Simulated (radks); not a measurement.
Values are calculated unless marked as measured or tabulated.
Valence configurations of Ta3+ (all share [Xe]). Level of theory: Dirac Kohn-Sham, BLYP, spin-unpolarised, spherical densities, point nucleus; open shells fill j = l - 1/2 first (a radial shooting solver on a logarithmic mesh with Libxc functionals). Energies are relative to 4f14 5d2; eigenvalues in eV.

| valence | E (eV) | e(4f5/2) | e(4f7/2) | e(5d3/2) | e(6p1/2) | e(6s1/2) |
|---|---|---|---|---|---|---|
| 4f14 5d2 | 0.000 | -53.432 | -51.446 | -29.433 | - | - |
| 4f14 5d1.5 6p0.5 | 4.294 | -55.702 | -53.714 | -31.043 | -22.054 | - |
| 4f14 6s2 | 6.297 | -60.616 | -58.625 | - | - | -30.016 |
| 4f14 5d1 6p1 | 8.995 | -58.019 | -56.029 | -32.671 | -22.851 | - |
| 4f13 5d2 6s1 | 29.239 | -66.030 | -63.955 | -33.774 | - | -29.430 |
| 4f13 5d2 6p1 | 35.813 | -67.103 | -65.028 | -34.655 | -23.418 | - |
| 4f13 5d1 6s1 6p1 | 41.027 | -70.922 | -68.843 | -37.188 | -24.478 | -31.375 |
| 4f12.5 5d2 6s1.5 | 47.888 | -72.704 | -70.584 | -36.044 | - | -30.476 |
| 4f12 5d2 6s1 6p1 | 76.436 | -80.656 | -78.491 | -39.242 | -24.996 | -32.084 |
| 4f11.5 5d2 6s1.5 6p1 | 101.14 | -87.764 | -85.552 | -41.622 | -25.771 | -33.097 |

NIST lists [Xe] 4f14 5d2 as the ground configuration; this level of theory agrees among the configurations tried. The energies are those of spherical spin-averaged densities, not of single terms.
